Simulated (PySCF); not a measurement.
# Polarisability and C₆ of Zr⁺ (zirconium, charge +1)

[Kr] 4d2 5s1, high-spin 4F determinant. Computed with PySCF 2.14 in aug-cc-pV5Z-PP with ECP28MDF, with scalar relativity through the core potential. Coupled (time-dependent) response in atomic units; α is the mean over directions.

```json
{"method": "PBEsol", "mean α (bohr³)": "56.57", "C₆ (like pair)": "481.6", "S(−4)": "1946"}
```

S(−4) is the Cauchy moment in α(ω) = α(0) + S(−4) ω² + …

Spin-orbit coupling is absent.

α(iu) at PBEsol:

```csv
u (hartree),α(iu) (bohr³)
0,56.57
0.0500,52.15
0.100,42.71
0.200,26.54
0.300,17.86
0.500,10.31
0.750,6.560
1.00,4.689
1.50,2.793
2.00,1.847
3.00,0.9625
5.00,0.3874
```

A single London oscillator, α(iu) = α/(1 + u²/ω²), gives C₆ = (3/4) ω α². Matching the computed C₆ needs ω = 4 × 481.6 / (3 × 56.57²) = 0.201 hartree.

For an ion, C₆ is the dispersion term alone; charge-induced terms of lower order in 1/R come first.

Energies and moments cover only the electrons outside the core potential.
